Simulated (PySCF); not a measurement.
Spinor energies of Nd(52+) (neodymium, charge +52)

Start: [He] 2s2 2p4; 2p1/2 filled at m_j = -1/2, +1/2; 2p3/2 filled at m_j = +1/2, +3/2. Calculated with PySCF 2.14 in an even-tempered Gaussian basis (17 s from 32 bohr⁻², ratio 2.4; 13 p from 42 bohr⁻², ratio 2.4; 5 d from 140 bohr⁻², ratio 2.6; 4 f from 220 bohr⁻², ratio 2.6): generalised Hartree-Fock with the X2C-1e Hamiltonian and a Gaussian nucleus; one run each with spin-orbit coupling (SO) switched off, then screened by Boettger's factors.

| spinor shell | electrons | ε, spin-free (eV) | ε, screened SO (eV) | weight of nominal j (screened SO) | rms radius, screened SO (bohr) |
| --- | --- | --- | --- | --- | --- |
| 1s1/2 | 2 | -48227.5 | -48208.6 | 1.000 | 0.0269 |
| 2s1/2 | 2 | -11122.1 | -11116.5 | 1.000 | 0.106 |
| 2p1/2 | 2 | -10471.0 | -10843.2 | 0.999 | 0.0902 |
| 2p3/2 | 2 | -10471.0 | -10298.9 | 1.000 | 0.0956 |

| quantity | spin-free | screened SO |
| --- | --- | --- |
| E (hartree) | -6247.35137 | -6263.14363 |
| M_J | 2 | 2 |
| ⟨J²⟩ | 6.000 | 6.000 |
| ⟨L²⟩ | 2.000 | 3.237 |
| ⟨S²⟩ | 2.000 | 1.391 |

Each row is a mean over spinors that exchange with the open shell spreads, by up to 69.557 eV (2s1/2).

Breit and QED terms are absent; they matter most for the inner s and p1/2 levels.

Densities and radii are taken from the X2C orbitals without a picture-change correction, which distorts them close to the nucleus.

Without spin-orbit coupling the j labels of p, d and f shells carry no meaning; the spin-free column gives the mean over the occupied spinors of each nl shell.
